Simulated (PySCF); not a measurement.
# P²⁺ (phosphorus, charge +2) across methods

[Ne] 3s1 3p1 3d1, one real determinant (an excited configuration). All numbers are calculated (PySCF 2.14, the spin-free X2C one-electron Hamiltonian (Gaussian nucleus), in aug-cc-pCVQZ-DK).

```tsv
method	E (hartree)	mean ε 3s α (eV)	mean ε 3p α (eV)	mean ε 3d α (eV)	Σ⟨r²⟩ (bohr²)	⟨S²⟩
UHF	-339.74587	-43.685	-32.966	-17.217	17.79	3.750
LDA	-338.9776	-37.158	-27.263	-14.839	16.98	3.750
PBE	-340.1128	-37.114	-27.313	-15.013	16.94	3.750
M06-2X	-340.2314	-40.265	-29.947	-16.213	17.27	3.750
PW91	-340.2551	-37.183	-27.371	-15.059	16.92	3.750
r2SCANh	-340.2339	-38.307	-28.235	-15.264	16.98	3.750
r2SCAN	-340.2399	-37.675	-27.684	-15.003	16.92	3.750
PBE0	-340.1282	-38.877	-28.816	-15.692	17.07	3.750
```

⟨L²⟩ = 8.02 against 12 for a pure F term, so this real determinant mixes terms. The outer electron is Rydberg-like, and this basis confines it to a smaller radius and binds it less than a complete one would.
